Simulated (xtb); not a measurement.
xtb input:

```bash
xtb mol.xyz --gfn 1 --opt tight --chrg 0 --uhf 0
```
mol.xyz:
```
11

C      1.11772377    -1.07518816     0.00034107
B      0.03322931     0.06193364    -0.02269871
C     -1.46533482    -0.20332134     0.39471770
O      0.44573415     1.30095565    -0.42675836
H      0.74291053    -2.00380581    -0.43912621
H      2.04143544    -0.79257791    -0.50609033
H      1.36858818    -1.31852845     1.03946299
H     -1.52808407    -0.79355662     1.31291055
H     -2.06396658     0.70165983     0.53180532
H     -1.95604802    -0.80473182    -0.37906991
H     -0.25118902     1.96528424    -0.40268466
```

### Question
Which total energy does the run end on?

### Answer
-14.18329 Eh (GFN1-xTB).
